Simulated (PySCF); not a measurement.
# Oxygen: a sound run and one with changed settings

Sound run: O(2+) [He] 2s2 2p2, O(3+) [He] 2s2 2p1. Computed with PySCF 2.14 in cc-pVDZ-DK (3s2p1d, 14 functions), with the spin-free X2C one-electron Hamiltonian (Gaussian nucleus). The sound run starts from symmetry-adapted Hartree-Fock orbitals and uses a fine grid where one is needed.

Changed run: initial guess 1e, at most 2 SCF cycles. This setting is unsound on purpose.

```csv
species,method,sound run (hartree),changed run (hartree),converged
O(2+),UHF,-73.13383,-73.13371,no
O(2+),r2SCAN,-73.28128,-73.28108,no
O(2+),M06-2X,-73.30632,-73.30627,no
O(3+),UHF,-71.12665,-71.12653,no
O(3+),r2SCAN,-71.23679,-71.23678,no
O(3+),M06-2X,-71.27958,-71.27957,no
```

The SCF was stopped early; the energies are upper bounds that still move, and correlated levels were skipped or rest on poor orbitals.
